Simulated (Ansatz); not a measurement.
The cluster CrS₂⁻. The state is a doublet with charge -1. Geometry PBE0-D4/def2-TZVPD.

Cartesian coordinates in Å:
```
Cr 0.999 0.022 -0.913
S -1.189 -0.210 -0.302
S 0.190 0.189 1.216
```

HSE06 is defined as in plane-wave codes, on full-range PBE exchange. At PBE-D4/def2-TZVPD, r2SCAN-D4/def2-TZVPD, PBE0-D4/def2-TZVPD, HSE06-D4/def2-TZVPD and others the charge -1 doublet is spin-contaminated (final ⟨S²⟩ up to 2.72, 0.75 for a pure state). At PBE-D4/def2-TZVPD, r2SCAN-D4/def2-TZVPD, PBE0-D4/def2-TZVPD, HSE06-D4/def2-TZVPD the highest occupied level of the charge -1 doublet lies above zero (up to 0.80 eV). It is a level of β spin, whose loss leaves a triplet; that state wasn't run at this geometry and level. The electron is either unbound and held by the finite basis, or the level is raised by self-interaction error. No other spin state of charge -1 was run. The geometry of the doublet was relaxed on an unsound state (⟨S²⟩ 2.72, where a pure state has 0.75). Another isomer (quartet) lies 2.88 eV lower at PBE0-D4/def2-TZVPD; other spin states weren't run for this one.

(1) Estimate the α-spin orbital energies around the gap (eV) in Ansatz with PBE-D4/def2-TZVPD, r2SCAN-D4/def2-TZVPD, PBE0-D4/def2-TZVPD, HSE06-D4/def2-TZVPD, ωB97M-V/def2-TZVPD.

Answers

(1) 
```csv
orbital,PBE-D4/def2-TZVPD,r2SCAN-D4/def2-TZVPD,PBE0-D4/def2-TZVPD,HSE06-D4/def2-TZVPD,ωB97M-V/def2-TZVPD
HOMO−5,-3.09,-3.33,-4.24,-3.84,-6.51
HOMO−4,-1.85,-1.97,-2.76,-2.36,-5.16
HOMO−3,-0.67,-1.02,-2.67,-2.24,-5.03
HOMO−2,-0.34,-0.92,-2.56,-2.15,-4.74
HOMO−1,-0.05,-0.59,-2.13,-1.72,-4.47
HOMO,0.40,0.08,-0.77,-0.38,-2.76
LUMO,1.08,1.33,2.12,1.75,3.56
LUMO+1,1.52,1.72,2.28,1.94,3.75
LUMO+2,1.60,2.20,3.23,2.87,4.12
LUMO+3,2.72,3.11,3.43,3.16,4.20
LUMO+4,3.16,3.21,3.67,3.45,4.31
LUMO+5,3.24,3.27,3.79,3.49,4.84
β HOMO,0.80,0.57,0.01,0.38,-1.56
β LUMO,1.38,1.50,2.36,2.01,3.53
```
